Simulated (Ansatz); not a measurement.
System: GeF2 (charge 0, singlet). SMILES: [F][Ge][F]
Geometry from a B3LYP-D3(BJ)/def2-TZVP (Ansatz, a program for electronic structure) optimisation:
```
Ge
F 1 1.7583
F 1 1.7583 2 97.40
```
Charge 0, spin multiplicity 1.

Wanted: vertical triplet-singlet gap, E(triplet) - E(singlet), in eV. Set-up: 6-31G* and kin with 6d, 5d where marked; UHF or UKS for open shells; LANL2DZ with its own core potentials from Na on; no spin-orbit coupling; no dispersion term unless named; non-relativistic; each state is the SCF solution reached for its charge and spin. First-principles rows: single points at B3LYP-D3(BJ) geometries (Ansatz). Levels can end on unlike triplets.

```
species            coefficient  E at B3LYP/6-31G* with LANL2DZ past Ar (Ansatz), Eh  E at wB97X-V/def2-TZVPD (Ansatz), Eh
-----------------  -----------  ---------------------------------------------------  ------------------------------------
charge 0, triplet           +1                                           -203.37787                           -2276.46367
charge 0, singlet           -1                                           -203.50817                           -2276.60380
```

 1 Eh = 27.2114 eV.

Q: Work the quantity out at each level.

A: 
- B3LYP/6-31G* with LANL2DZ past Ar: the sum of coefficient times E is 0.13030 Eh, or 3.546 eV. Result: 3.55 eV.
- wB97X-V/def2-TZVPD: the sum of coefficient times E is 0.14013 Eh, or 3.813 eV. Result: 3.81 eV.
